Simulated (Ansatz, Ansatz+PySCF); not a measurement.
```xyz
6

C     0.0000    0.0000   -0.1059
H     0.0000    1.0040    0.3178
H     0.0000   -1.0040    0.3178
C    10.0000    0.0000   -0.1059
H    10.0000    1.0040    0.3178
H    10.0000   -1.0040    0.3178
```

Basis set: cc-pVDZ (spherical functions). Correlated methods keep 2 orbitals frozen. Charge 0, multiplicity 1.

Computed with Ansatz (development build ahead of 0.2.0); each method stands on the lowest determinant of its kind that the runs found. Restricted open shells among the atoms or ions are ROHF, correlated in semicanonical orbitals with singles. Restricted functionals stand beside restricted open-shell atoms, which can lie above the unrestricted atoms usual in DFT and then raise those values.

The atomization energy at this shape (free ground-state atoms in the same class of orbitals less the molecule, no zero-point energy) of singlet C₂H₄ in separate pieces:

```json
{"method": "ωB97X (unrestricted)", "atomization energy": "371.32 kcal/mol"}
{"method": "r²SCAN (unrestricted)", "atomization energy": "386.05 kcal/mol"}
{"method": "PBE0 (unrestricted)", "atomization energy": "380.25 kcal/mol"}
{"method": "ωB97X (restricted)", "atomization energy": "325.05 kcal/mol"}
{"method": "PBE (unrestricted)", "atomization energy": "381.57 kcal/mol"}
{"method": "r²SCAN (restricted)", "atomization energy": "317.13 kcal/mol"}
{"method": "PBE0 (restricted)", "atomization energy": "319.17 kcal/mol"}
{"method": "UHF-CCSDT(Q)", "atomization energy": "355.06 kcal/mol"}
{"method": "PBE (restricted)", "atomization energy": "322.97 kcal/mol"}
{"method": "UHF-CCSD(T)", "atomization energy": "354.90 kcal/mol"}
{"method": "UHF-MP2", "atomization energy": "354.94 kcal/mol"}
{"method": "RHF-CCSD(T)", "atomization energy": "303.14 kcal/mol"}
{"method": "RHF-MP2", "atomization energy": "292.06 kcal/mol"}
{"method": "UHF", "atomization energy": "303.07 kcal/mol"}
```

(1) What does RHF give?

Results:

(1) 225.28 kcal/mol. Caution for ωB97X (unrestricted), PBE0 (unrestricted), UHF-CCSDT(Q), UHF-CCSD(T), UHF-MP2, UHF: the determinant breaks the point group; the unrestricted determinant is a mixture of spin states. Caution for r²SCAN (unrestricted), PBE (unrestricted): the unrestricted determinant is spin contaminated. Caution for ωB97X (restricted), r²SCAN (restricted), PBE0 (restricted), PBE (restricted), RHF-CCSD(T), RHF-MP2, RHF: an unrestricted determinant lies well below. Caution for UHF-CCSDT(Q), UHF-CCSD(T), UHF-MP2, RHF-CCSD(T), RHF-MP2: bonds are stretched, where a single reference can fail. Caution for RHF-CCSD(T): the program doubts this total; the program finds a lower state of this spin.
